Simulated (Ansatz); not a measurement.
An input meant for the cluster HgSe2 (charge 0, singlet; with a point charge).

```yaml
crystal:
  periodic: [false, false, false]
  atoms:
    - {symbol: Hg, position_ang: [-0.718087, 1.081729, 0.069327]}
    - {symbol: Se, position_ang: [1.051789, -0.236829, -0.033180]}
    - {symbol: Se, position_ang: [-0.333702, -0.878733, -0.042179]}
basis:
  gaussian: {orbitals: def2-mTZVPP, point_charges: [{charge: 0.50, position_ang: [6.019, 0.997, -0.022]}]}
hamiltonian: {xc: {name: r2SCAN}, dispersion: d4}
scf: {omitted_lower_state_checks: [starts]}
```

```sh
$ ansatz run in.yaml --threads 4 --pin off --events-out ev --progress --plain --max-ram 3916MiB
```

It prints (some lines left out):

```
Functional definition: r2SCAN
1102 factors; their error is unknown
mean field evaluation 1: about -134849.4731 eV, gradient 4.2e1 eV
mean field evaluation 2: about -134823.9997 eV, gradient 1.0e2 eV
mean field evaluation 4: about -134852.6281 eV, gradient 2.1e1 eV
mean field evaluation 8: about -134853.0600 eV, gradient 1.9e1 eV
mean field evaluation 16: about -134854.6030 eV, gradient 1.0e-1 eV
mean field -134854.60305640 eV, -4955.8152545896 hartree, gradient 9.2e-6 eV, S^2 0.000000; 0 other end points of the search recorded, 0 dependent functions left out
reference -134854.60306677 eV, -4955.8152549709 hartree; 44, 44 occupied and 64, 64 virtual orbitals, 1102 factors
Total energy: -134854.62585450 eV, -4955.8160924045 hartree
Checks for a lower state left out: starts
```

In this input the geometry is squeezed to about two thirds of its size. The calculation finished and met its thresholds. The result belongs to that input, not to the species as meant.

In the def2 sets Hg takes a core potential; there is no spin–orbit coupling. A triplet lies near this restricted singlet, and broken spin symmetry wasn't tried.
